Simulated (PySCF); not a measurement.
An unknown gives this computed stick spectrum. Method used: PySCF 2.14.0, density-fitted response routines, TDDFT B3LYP/def2-SVPD, vertical, gas phase, core orbitals frozen in the response. Geometries: GFN2-xTB, one conformer each.

```
state  λ (nm)       f
   S1   234.1  0.0009
   S2   223.7   0.175
   S3   219.5  0.0027
   S4   206.6   0.012
   S5   188.4  0.0003
   S6   182.7   0.045
   S7   178.1  0.0034
   S8   174.9  0.0002
```

**Question.** Which structure fits?
A. `COC1=C(F)C=CO1`
B. `c1ccpcc1OC`
C. `COc1ccpcc1`

**Answer.** A. Its S1, at 5.30 eV, is the highest among the candidates; the nearest of the others has S1 at 4.54 eV. S1 is HOMO→LUMO+1 (93%). Löwdin shares by element: HOMO carbon 58% or more, oxygen 17% or more (atoms not listed hold the other 25%); LUMO carbon 59% or more, oxygen 18% or more (atoms not listed hold the other 23%). At the same level the other candidates give, for their lowest levels:
- `COc1ccpcc1`: 273 nm (f 0.035); 256 nm (f 0.233); 239 nm (f 0.012); 233 nm (f 0.004); 214 nm (f 0.001); T1 3.12 eV; HOMO -6.23, LUMO -1.28 eV
- `COc1cccpc1`: 279 nm (f 0.038); 250 nm (f 0.015); 245 nm (f 0.058); 218 nm (f 0.000); 213 nm (f 0.361); T1 3.13 eV; HOMO -6.49, LUMO -1.56 eV

The values belong to the conformer `[CH3:1][O:2][c:3]1[o:4][cH:5][cH:6][c:7]1[F:8]`: C1–O2–C3–O4 0°.
Triplets come from the Tamm–Dancoff approximation.
